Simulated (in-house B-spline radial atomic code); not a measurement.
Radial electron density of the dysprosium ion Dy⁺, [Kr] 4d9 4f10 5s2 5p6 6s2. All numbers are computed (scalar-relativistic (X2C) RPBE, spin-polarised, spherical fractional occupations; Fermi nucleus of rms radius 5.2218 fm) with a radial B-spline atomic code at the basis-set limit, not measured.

One-electron X2C: radii and densities carry no picture-change correction, so inner-shell <1/r> comes out high (for 1s by about 2 % at Z = 33, 5 % at 54, 10 % at 75, 30 % at 118) and <r> low.

Columns: r (bohr), 4πr²n(r) (electrons per bohr), bar.

```
0.000476      2.5 #
0.000596    3.483 #
0.000747    4.842 ##
0.000937    6.707 ###
 0.00117     9.18 ###
 0.00147    12.58 #####
 0.00184    17.01 ######
 0.00231    22.82 #########
  0.0029    30.18 ###########
 0.00363    39.05 ###############
 0.00455    49.47 ###################
  0.0057    60.87 #######################
 0.00714    72.29 ###########################
 0.00895    82.23 ###############################
  0.0112    88.74 #################################
  0.0141    90.34 ##################################
  0.0176    86.89 #################################
  0.0221    80.81 ##############################
  0.0277    77.52 #############################
  0.0347    82.59 ###############################
  0.0435    97.02 ####################################
  0.0545    112.9 ##########################################
  0.0682    117.3 ############################################
  0.0855    105.2 #######################################
   0.107    90.09 ##################################
   0.134    90.82 ##################################
   0.168      103 #######################################
   0.211     98.1 #####################################
   0.264    69.18 ##########################
   0.331    47.16 ##################
   0.415       50 ###################
    0.52    53.76 ####################
   0.652    40.93 ###############
   0.817     24.4 #########
    1.02    15.76 ######
    1.28    11.34 ####
    1.61    6.859 ###
    2.02    3.192 #
    2.53    1.478 #
    3.17   0.9345 
    3.97   0.5782 
    4.97   0.2402 
    6.23  0.06157 
    7.81  0.00806 
    9.79 0.0004873 
    12.3 9.433e-06
```

On this grid the curve has 4 maxima, near 0.0141, 0.0682, 0.168, 0.52 bohr.

The 4d up radial function P(r) = rR(r), positive near the nucleus:

```tsv
r (bohr)	P
0.00714	0.002352
0.0112	0.007748
0.0176	0.02472
0.0277	0.07419
0.0435	0.1988
0.0682	0.4462
0.107	0.7535
0.168	0.739
0.264	-0.08166
0.415	-1.209
0.652	-1.304
1.02	-0.5609
1.61	-0.08927
2.53	-0.003932
```
